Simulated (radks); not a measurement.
The numbers below are computed, except where a source is named.
Question: The table gives one normalised radial function P(r) = r R(r) (large component) of Ta10+ in [Kr] 4d10 4f13 5s1.5 5p2.5 (r in bohr). Level of theory: Dirac Kohn-Sham, BLYP, spin-unpolarised, spherical densities, finite nucleus; open shells fill j = l - 1/2 first; Fermi nuclear charge, rms radius 5.3507 fm (a radial shooting solver on a logarithmic mesh with Libxc functionals).

r           P
0.003079   0.0240
0.003528   0.0285
0.004042   0.0338
0.00463    0.0401
0.005305   0.0477
0.006078   0.0568
0.006963   0.0675
0.007978   0.0801
0.00914    0.0949
0.01047    0.1120
0.012      0.1316
0.01374    0.1535
0.01575    0.1775
0.01804    0.2031
0.02067    0.2293
0.02368    0.2545
0.02713    0.2765
0.03108    0.2925
0.03561    0.2988
0.0408     0.2913
0.04674    0.2656
0.05312    0.2216
0.06086    0.1515
0.06973    0.0579
0.07989   -0.0549
0.09153   -0.1770
0.1049    -0.2930
0.1201    -0.3828
0.1376    -0.4241
0.1577    -0.3976
0.1807    -0.2925
0.207     -0.1136
0.2371     0.1150
0.2717     0.3506
0.3113     0.5388
0.3566     0.6264
0.4086     0.5765
0.4681     0.3821
0.5363     0.0704
0.6144    -0.3029
0.7039    -0.6678
0.8064    -0.9570
0.9239    -1.1208
1.059     -1.1393
1.213     -1.0255
1.389     -0.8216
1.592     -0.5844
1.824     -0.3666
2.089     -0.2008
2.394     -0.0944
2.743     -0.0370
3.142     -0.0118
3.6       -0.0030

Which n and l does it have? It may be an empty orbital.

Answer: n = 5, l = 1: the number of nodes gives n - l - 1 = 3, the rise at small r points to l (for j = l - 1/2 the large component starts outside the nucleus as r^gamma with gamma = sqrt(l^2 - (Z/c)^2) = 0.85 and the r^(l+1) term takes over further out; the orbital of l - 1 with the same j starts with the same power, but with a larger coefficient, and does not steepen), and the extent must fit the shell. The curve is that of 5p1/2; the two j differ most near the nucleus, where j = l - 1/2 has the larger amplitude, and in heavy atoms j = l - 1/2 is also the more compact. 5p1/2: eigenvalue -198.03 eV, 3 radial nodes at r = 0.0749, 0.222, 0.551 bohr, <r> = 1.08 bohr, 90 % of the charge inside 1.54 bohr.
